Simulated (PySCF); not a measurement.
## Xenon: a sound run and one with changed settings

Sound run: Xe [Xe], Xe⁺ [Kr] 4d10 5s2 5p5. All numbers are calculated (PySCF 2.14, scalar relativity through the core potential, in cc-pVTZ-PP with ECP28MDF (5s4p3d1f, 39 functions)). The sound run starts from symmetry-adapted Hartree-Fock orbitals and uses a fine grid where one is needed.

A second run was set up differently.

```csv
species,method,sound run (hartree),changed run (hartree),converged
Xe,UHF,-328.29866,-328.29866,yes
Xe,M06-2X,-329.29418,-329.29418,yes
Xe,M06-L,-329.53057,-329.53057,yes
Xe⁺,UHF,-327.87551,-327.87551,yes
Xe⁺,M06-2X,-328.84149,-328.84262,yes
Xe⁺,M06-L,-329.08337,-329.08776,yes
```

Ionisation energy of Xe:

```tsv
method	sound run (eV)	changed run (eV)
UHF	11.515	11.515
M06-2X	12.318	12.288
M06-L	12.169	12.049
```

Question: What was changed?
A. angular grid far too coarse
B. level shift left on
C. all electrons correlated in a valence basis
D. basis contracted for another Hamiltonian

Answer: A. It used 14 angular points. A coarse angular grid integrates products of high-l functions wrongly, so density functionals can shift, and the SCF can exploit the error; Hartree-Fock and MP2 need no grid.
